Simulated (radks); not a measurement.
The numbers below are computed, except where a source is named.
Numerical settings for neutral promethium, [Xe] 4f5 6s2. Code: a radial shooting solver on a logarithmic mesh with Libxc functionals. Model: Dirac Kohn-Sham, PBE, spin-unpolarised, spherical densities, finite nucleus; open shells fill j = l - 1/2 first; Fermi nuclear charge, rms radius 4.962 fm. The defaults (mesh step 0.008 in ln r, mesh end at 40 bohr or more with all orbitals vanishing there, Anderson mixing 0.5 over 9 steps, residual threshold near 1e-9 with the energy settled to 1e-9 hartree or 1e-11 of itself, here a cap of 91 iterations) give E = -10026.5810 hartree and 4f5/2 at -2.244 eV in 15 iterations. Run on one thread of a shared host, so times are rough (Intel(R) Xeon(R) 6975P-C): 0.12 s of CPU time, 0.12 s wall, 15 iterations on 2440 mesh points. Changes against that run (0 stands for a change within the tolerance of the run):

\begin{tabular}{lrrrrr}
setting & iterations & converged & E (mhartree) & e(4f5/2) (meV) & CPU (s) \\ \hline
mesh step in ln r 0.2 & 4 & no & diverged & - & 0.01 \\
mesh step in ln r 0.12 & 2 & no & diverged & - & 0.01 \\
mesh step in ln r 0.05 & 15 & yes & -0.0521 & -0.0374 & 0.02 \\
mesh end (bohr) 1 & 14 & level above zero & +3.83e+05 & +4.2e+05 & 0.08 \\
mesh end (bohr) 12 & 15 & yes & +0.581 & +48.9 & 0.11 \\
residual threshold 0.1 & 9 & yes & 0 & +1.11 & 0.09 \\
residual threshold 1e-13 & 24 & yes & 0 & 0 & 0.15 \\
mixing 1.5 & 19 & yes & 0 & 0 & 0.15 \\
linear mixing, mixing 0.2 & 88 & yes & 0 & 0 & 0.44 \\
linear mixing, mixing 0.5 & 39 & yes & 0 & 0 & 0.23 \\
mixing history 2 & 20 & yes & 0 & 0 & 0.13 \\
iteration cap 2 & 2 & no & +108 & -4.82e+03 & 0.03 \\
\end{tabular}

Settled on a wrong energy, with an occupied level pushed above zero by the early mesh end: mesh end (bohr) 1 (+383 hartree). Apart from these: no run marked as converged misses the energy by more than 1 mhartree. A mesh that ends early acts as a hard wall.
